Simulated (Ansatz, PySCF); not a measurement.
This PySCF input computes a SVWN5/def2-TZVPD energy:

```python
from pyscf import gto, scf, dft

mol = gto.M(
    atom='''
    Li   -0.00000000   -0.00000000   -2.02545249
    Cl    0.00000000    0.00000000    0.35743279
    ''',
    basis='def2-tzvpd',
    charge=1,
    spin=1,
    symmetry='C2v',
    verbose=4,
)

mf = dft.UKS(mol, xc='svwn').density_fit(auxbasis='def2-universal-jkfit')
mf.grids.level = 3
mf.conv_tol = 1e-9
mf.max_cycle = 100
mf.max_memory = 1500
mf.kernel()
if not mf.converged:
    mf = mf.newton()
    mf.kernel(mf.make_rdm1())
mf.analyze()
```

Write an input for the same energy in Ansatz (a program for electronic structure) and say what it gives.


Ansatz 0.2 input:
```yaml
crystal:
  periodic: [false, false, false]
  atoms:
    - {symbol: Li, position_ang: [-0.00000000, -0.00000000, -2.02545249]}
    - {symbol: Cl, position_ang: [0.00000000, 0.00000000, 0.35743279]}
basis:
  gaussian:
    orbitals: def2-TZVPD
hamiltonian:
  xc: {name: SVWN5}
total_charge: 1
magnetization: {spin_polarized: true, initial_magnetization: 1}
output: {forces: true}
```
It gives -465.81461 Eh, and PySCF -465.81463 Eh, a difference of 0.02 mEh, from the treatment of integrals and grids.
